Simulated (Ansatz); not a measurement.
`c1csc(-c2ccc(-c3ccc(-c4ccc(-c5ccc(-c6cccs6)s5)s4)s3)s2)c1` with charge +1. The state is a doublet with charge 1. Geometry PBE-D4/def2-SVP, that of the neutral singlet; atoms count from 1.

Cartesian coordinates in Å:
```
C 10.622 -0.892 2.221
C 10.171 -1.588 3.328
S 8.443 -1.682 3.359
C 8.299 -0.776 1.865
C 7.012 -0.476 1.281
C 6.739 0.230 0.107
C 5.359 0.343 -0.176
C 4.539 -0.273 0.774
C 3.104 -0.362 0.817
C 2.282 -0.977 1.765
C 0.903 -0.861 1.478
C 0.634 -0.155 0.303
C -0.634 0.159 -0.301
C -0.904 0.864 -1.477
C -2.282 0.979 -1.764
C -3.104 0.364 -0.816
C -4.539 0.275 -0.773
C -5.359 -0.342 0.176
C -6.738 -0.230 -0.107
C -7.012 0.475 -1.281
C -8.299 0.774 -1.866
C -9.565 0.429 -1.390
C -10.622 0.889 -2.222
C -10.171 1.583 -3.330
S -8.443 1.678 -3.361
S -5.519 1.001 -2.033
S -2.131 -0.365 0.449
S 2.131 0.368 -0.447
S 5.519 -1.001 2.033
C 9.565 -0.430 1.389
H 11.687 -0.719 2.013
H 10.755 -2.052 4.131
H 7.528 0.652 -0.528
H 4.954 0.863 -1.056
H 2.683 -1.497 2.646
H 0.109 -1.282 2.110
H -0.109 1.285 -2.109
H -2.684 1.499 -2.645
H -4.954 -0.862 1.056
H -7.528 -0.654 0.527
H -9.717 -0.141 -0.464
H -11.687 0.716 -2.014
H -10.756 2.047 -4.133
H 9.717 0.141 0.464
```

Single mean-field runs in def2-TZVP are fitted with def2-universal-jkfit.

Q: Estimate the Mulliken populations of the heavy atoms from the PBE0/def2-TZVP orbitals of Ansatz.

A: 
```json
{"atom": "C1", "charge (e)": "-0.13", "spin (α − β)": "-0.03"}
{"atom": "C2", "charge (e)": "-0.16", "spin (α − β)": "0.09"}
{"atom": "S3", "charge (e)": "0.07", "spin (α − β)": "0.00"}
{"atom": "C4", "charge (e)": "0.00", "spin (α − β)": "-0.02"}
{"atom": "C5", "charge (e)": "0.21", "spin (α − β)": "0.11"}
{"atom": "C6", "charge (e)": "-0.19", "spin (α − β)": "-0.01"}
{"atom": "C7", "charge (e)": "-0.14", "spin (α − β)": "0.07"}
{"atom": "C8", "charge (e)": "0.02", "spin (α − β)": "0.02"}
{"atom": "C9", "charge (e)": "0.10", "spin (α − β)": "0.10"}
{"atom": "C10", "charge (e)": "-0.14", "spin (α − β)": "0.03"}
{"atom": "C11", "charge (e)": "-0.15", "spin (α − β)": "0.06"}
{"atom": "C12", "charge (e)": "0.07", "spin (α − β)": "0.07"}
{"atom": "C13", "charge (e)": "0.07", "spin (α − β)": "0.07"}
{"atom": "C14", "charge (e)": "-0.15", "spin (α − β)": "0.06"}
{"atom": "C15", "charge (e)": "-0.14", "spin (α − β)": "0.03"}
{"atom": "C16", "charge (e)": "0.10", "spin (α − β)": "0.10"}
{"atom": "C17", "charge (e)": "0.02", "spin (α − β)": "0.02"}
{"atom": "C18", "charge (e)": "-0.14", "spin (α − β)": "0.07"}
{"atom": "C19", "charge (e)": "-0.19", "spin (α − β)": "-0.01"}
{"atom": "C20", "charge (e)": "0.21", "spin (α − β)": "0.11"}
{"atom": "C21", "charge (e)": "0.00", "spin (α − β)": "-0.02"}
{"atom": "C22", "charge (e)": "-0.21", "spin (α − β)": "0.07"}
{"atom": "C23", "charge (e)": "-0.13", "spin (α − β)": "-0.03"}
{"atom": "C24", "charge (e)": "-0.16", "spin (α − β)": "0.09"}
{"atom": "S25", "charge (e)": "0.07", "spin (α − β)": "0.00"}
{"atom": "S26", "charge (e)": "0.03", "spin (α − β)": "-0.02"}
{"atom": "S27", "charge (e)": "0.01", "spin (α − β)": "-0.03"}
{"atom": "S28", "charge (e)": "0.01", "spin (α − β)": "-0.03"}
{"atom": "S29", "charge (e)": "0.03", "spin (α − β)": "-0.02"}
{"atom": "C30", "charge (e)": "-0.21", "spin (α − β)": "0.07"}
```
Mulliken values depend strongly on the basis.

Q: Where does the spin sit?

A: Summed by element: C 1.15, S -0.11, H -0.04, of 1 unpaired in all. Largest on single atoms: C5 0.11, C20 0.11, C9 0.10.

Q: And the Mayer bond orders between heavy atoms (over 0.3)?

A: C1–C2 1.61 (1.38 Å); C1–C30 1.36 (1.42 Å); C2–S3 1.27 (1.73 Å); S3–C4 1.27 (1.75 Å); C4–C5 1.00 (1.45 Å); C4–C30 1.46 (1.40 Å); C5–C6 1.41 (1.40 Å); C5–S29 1.25 (1.75 Å); C6–C7 1.40 (1.41 Å); C7–C8 1.33 (1.40 Å); C8–C9 1.09 (1.44 Å); C8–S29 1.25 (1.75 Å); C9–C10 1.31 (1.40 Å); C9–S28 1.26 (1.75 Å); C10–C11 1.42 (1.41 Å); C11–C12 1.31 (1.40 Å); C12–C13 1.11 (1.44 Å); C12–S28 1.25 (1.75 Å); C13–C14 1.31 (1.40 Å); C13–S27 1.25 (1.75 Å); C14–C15 1.42 (1.41 Å); C15–C16 1.31 (1.40 Å); C16–C17 1.09 (1.44 Å); C16–S27 1.26 (1.75 Å); C17–C18 1.33 (1.40 Å); C17–S26 1.25 (1.75 Å); C18–C19 1.40 (1.41 Å); C19–C20 1.41 (1.40 Å); C20–C21 1.00 (1.45 Å); C20–S26 1.25 (1.75 Å); C21–C22 1.46 (1.40 Å); C21–S25 1.27 (1.75 Å); C22–C23 1.36 (1.42 Å); C23–C24 1.61 (1.38 Å); C24–S25 1.27 (1.73 Å).
